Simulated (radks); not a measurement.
Excited configurations of the selenium ion Se3+: one electron is placed in a higher orbital outside [Ar] 3d10 4s2. The ground configuration is [Ar] 3d10 4s2 4p1. Calculated with a radial shooting solver on a logarithmic mesh with Libxc functionals: scalar-relativistic Kohn-Sham, BLYP, spin-polarised, spherical densities, point nucleus; open shells are filled with parallel spins first. Excitation = E - E(ground); binding = E(ion) - E, where the ion is the core of charge +4; n* = 4/sqrt(2 binding) in atomic units, and the quantum defect is n - n*.

outer orbital  excitation (eV)  binding (eV)  quantum defect  eigenvalue (eV)
5d                      28.341        14.218           1.087          -12.475
6d                      33.353         9.207           1.137           -8.163
6f                      35.747         6.812           0.347           -5.986
7s                      33.547         9.013           2.085           -8.069
7d                      36.053         6.506           1.216           -5.781

The Delta-SCF ionisation energy is 42.559 eV (NIST Atomic Spectra Database: 42.947 eV, measured). Self-interaction in the functional shifts the binding energies and quantum defects, so they are the method's values and not measured ones. Open shells are spherical and high-spin; term and fine-structure splittings are not resolved.
